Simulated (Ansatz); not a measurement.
Geometry optimisation, RKS B3LYP/def2-SVP (Ansatz).

Input:

```yaml
crystal:
  periodic: [false, false, false]
  atoms:
    - { symbol: Cl, position_ang: [-0.7526, -2.3762, 1.3018] }
    - { symbol: C, position_ang: [-0.0217, -0.9477, 0.5558] }
    - { symbol: C, position_ang: [-0.1152, 0.3991, 0.118] }
    - { symbol: Se, position_ang: [-1.0159, 2.0286, -0.0625] }
    - { symbol: B, position_ang: [1.1999, -0.3505, -0.0834] }
    - { symbol: H, position_ang: [-1.5781, 1.5823, -1.4452] }
    - { symbol: H, position_ang: [2.3449, -0.4037, -0.4301] }
basis:
  gaussian: { orbitals: def2-SVP }
hamiltonian:
  xc: b3lyp
relax:
  f_tol: 0.02
  max_steps: 50
output:
  orbitals: {}
```

Run as:

```bash
$ ansatz run input.yaml --threads 2 --pin off --max-ram 3072MiB --backend cpu --events-out ev --progress --plain --runs-dir out
```

**Question.** Where does it end, and by what steps?

**Answer.** The run converged. After 15 steps the energy has fallen by 0.779 eV; H6 moved furthest, 1.28 Å.

```tsv
step	energy less start (eV)	largest force component (eV/Å)	accepted
0	0.0000	3.575	yes
1	-0.3118	1.425	yes
2	-0.3945	1.006	yes
3	-0.4125	0.295	yes
4	-0.4203	0.098	yes
5	-0.4460	0.602	yes
6	-0.4915	0.813	yes
7	-0.5761	0.810	yes
8	-0.6432	1.396	yes
9	-0.7327	0.879	yes
10	-0.7213	0.677	no
11	-0.7711	0.169	yes
12	-0.7768	0.059	yes
13	-0.7779	0.122	yes
14	-0.7787	0.021	yes
15	-0.7787	0.003	yes
```

```xyz
7
Properties=species:S:1:pos:R:3
Cl -1.154 -1.954 0.804
C 0.066 -0.860 0.313
C 0.154 0.405 -0.173
Se -0.862 1.884 -0.671
B 1.421 -0.365 0.040
H -2.172 1.270 -0.356
H 2.608 -0.448 -0.003
```

Whether the end is a true minimum wasn't checked by a vibrational analysis.

The run took 35 s on 2 threads of Intel(R) Xeon(R) Platinum 8488C (Sapphire Rapids), on a shared host, peak memory 0.26 GiB.
